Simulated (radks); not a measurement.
Charge is removed step by step from the 3s1/2 level of Zr+, starting from [Kr] 4d2 5s1. Calculated with a radial shooting solver on a logarithmic mesh with Libxc functionals: Dirac Kohn-Sham, PBE, spin-unpolarised, spherical densities, finite nucleus; open shells fill j = l - 1/2 first; Fermi nuclear charge, rms radius 4.2694 fm.

removed (e),E - E(0) (eV),eigenvalue (eV),E minus straight line (eV)
0,0.000,-411.14,0.000
0.1,41.264,-414.15,-1.394
0.2,82.830,-417.19,-2.485
0.3,124.70,-420.25,-3.271
0.4,166.88,-423.35,-3.749
0.5,209.37,-426.47,-3.916
0.6,252.18,-429.62,-3.770
0.7,295.30,-432.79,-3.307
0.8,338.74,-435.99,-2.526
0.9,382.50,-439.21,-1.425
1,426.58,-442.45,0.000

Removing the whole electron costs 426.58 eV by Delta-SCF, against 411.14 eV from minus the eigenvalue at the starting occupation. Slater's transition state (half an electron removed) gives 426.47 eV. Integrating minus the eigenvalue over the occupation (Janak's theorem) gives 426.58 eV. The mean slope of the eigenvalue, de/dn, is 31.3 eV per electron.
